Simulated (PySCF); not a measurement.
Two species compared at the same levels of theory.

First species: VSF3 (singlet state).
SMILES: `[F][V]([F])([F])=[S]`

Second species: tetrahydrothiophen-3-one, C4H6OS.
Bonds: O1–C2 (double), C2–C3, C3–C4, C4–S5, S5–C6, C2–C6. Hydrogens: H7, H8 on C3; H9, H10 on C4; H11, H12 on C6.

Levels: CAM-B3LYP/def2-SVPD for HOMO energy, LUMO energy, HOMO–LUMO gap and static isotropic polarisability; TDDFT CAM-B3LYP/def2-SVPD for lowest singlet excitation; TDA CAM-B3LYP/def2-SVPD for lowest triplet excitation (Tamm–Dancoff). Geometries: PBE0-D3(BJ)/def2-SVP. Each structure is a single optimised conformer of the isolated species, non-relativistic unless stated. Electronic properties by PySCF.

(1) Which of the two has the higher HOMO energy, and by how much?

(2) Which has the higher S1 energy?

(3) Which of the two has the higher T1 energy, and by how much?

(4) Which of the two has the higher static isotropic polarisability, and by how much?

(5) Which of the two has the higher LUMO energy, and by how much?

(6) Which of the two has the higher HOMO–LUMO gap, and by how much?

## Answers

(1) The second: -8.12 eV against -10.47 eV, a difference of 2.35 eV.

(2) The second: 4.36 eV against 2.49 eV, a difference of 1.87 eV.

(3) The second: 3.85 eV against 1.91 eV, a difference of 1.94 eV.

(4) The second: 67.2 au against 52.8 au, a difference of 14.4 au.

(5) The second: 0.19 eV against -3.19 eV, a difference of 3.38 eV.

(6) The second: 8.31 eV against 7.28 eV, a difference of 1.03 eV.

On the first: S1 lies 4.79 eV below the HOMO–LUMO gap. 3 of the 15 computed singlets lie in the visible range (750 to 380 nm, 1.65 to 3.26 eV), with an oscillator strength of 0.002 in sum.

On the second: The vertical singlet–triplet gap S1 − T1 is 0.51 eV (TDDFT singlet less Tamm–Dancoff triplet; S1: HOMO−1→LUMO, weight 0.77; T1: HOMO−1→LUMO, weight 0.80). S1 lies 3.95 eV below the HOMO–LUMO gap; its leading configuration is HOMO−1→LUMO, weight 0.77.
